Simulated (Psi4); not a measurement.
Pair of molecules: CO (SMILES [C-]#[O+]) (first 2 atoms) with C3H6 (SMILES C=CC); geometry from B3LYP-D3(BJ)/def2-TZVP, rigid monomers moved along the line of their centres of mass till C1···C3 is 6.17 Å.
(charge 0, multiplicity 1):
```xyz
11

C     -0.017    -0.472     0.691
O     -1.114    -0.442     0.941
C      2.084     0.416     6.421
C      0.934     0.988     6.751
C     -0.345     0.261     7.015
H      2.174    -0.660     6.325
H      2.977     0.999     6.234
H      0.893     2.072     6.834
H     -1.123     0.572     6.311
H     -0.217    -0.818     6.926
H     -0.723     0.481     8.018
```

Calculation: SAPT0/jun-cc-pV(D+d)Z in Psi4 1.11.

### Question
Which attractive term is largest, and how does the interaction split up?

### Answer
electrostatics -0.2, exchange 0.0, induction 0.0, dispersion -0.2, total -0.4 kJ/mol; the largest attraction is dispersion.
